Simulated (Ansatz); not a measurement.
`C[O][In]([F])[F]` + H₂O → `[OH][In]([F])[F]` + CH₃OH at 400 K and 1 bar (formal hydrolysis of the In–O bond).

Program: Ansatz. Geometries: PBE0-D4/def2-TZVP. ΔE: electronic, gas phase. CCSD(T)/CBS adds triple-zeta CCSD(T) − MP2 to the extrapolated MP2 energy (def2 sets, frozen cores). This one scheme is used for every species. def2 core potentials past Kr. For In outer-core shells are correlated without core-valence functions, which leaves a few kJ/mol of doubt a bond. One conformer a species, not always the lowest.

```tsv
species	CCSD(T)/CBS energy (Eh)	H − E (kJ/mol)	S (J/(mol·K))
`C[O][In]([F])[F]`	-504.48097	150.4	412.4
H₂O	-76.37941	69.8	198.6
`[OH][In]([F])[F]`	-465.24461	69.7	356.1
CH₃OH	-115.61712	151.2	252.6
```

H − E and S are ideal-gas, rigid-rotor, harmonic terms from PBE0-D4/def2-TZVP, for one conformer and one mirror image of each species. 1 Eh = 2625.50 kJ/mol, R = 8.31446 J/(mol·K).

Question: By hand: ΔE, ΔH, ΔS and ΔG.

Answer: ΔE = (-465.24461) + (-115.61712) − (-504.48097) − (-76.37941) = -0.00135 Eh = -3.5 kJ/mol. Δ(H − E) = 69.7 + 151.2 − 150.4 − 69.8 = 0.7, so ΔH = -2.8 kJ/mol. ΔS = 356.1 + 252.6 − 412.4 − 198.6 = -2.3 J/(mol·K). ΔG = -2.8 − 400 × (-2.3)/1000 = -1.9 kJ/mol.

Question: By hand: the equilibrium constant, and the temperature at which ΔG would vanish if ΔH and ΔS stayed fixed.

Answer: log₁₀ K = −ΔG/(RT ln 10) = 0.2. ΔG = 0 at ΔH/ΔS = 1217 K, though so small a ΔH makes that figure unsure.

The number of gas molecules stays the same, so ΔS is small and ΔH decides. The sign of ΔG lies within the doubt. A doubt of 5 kJ/mol in ΔE shifts log₁₀ K by 0.7 here. Other conformers and mirror images would add mixing entropy, several J/(mol·K) or more a flexible species. Modes under 60 cm⁻¹, often nearly free rotors, make the harmonic entropy too high. These are equilibria of isolated gas molecules and say nothing of rates. Largest T1 diagnostic: 0.018 (customary marks: 0.02 for closed shells, 0.045 for open ones).
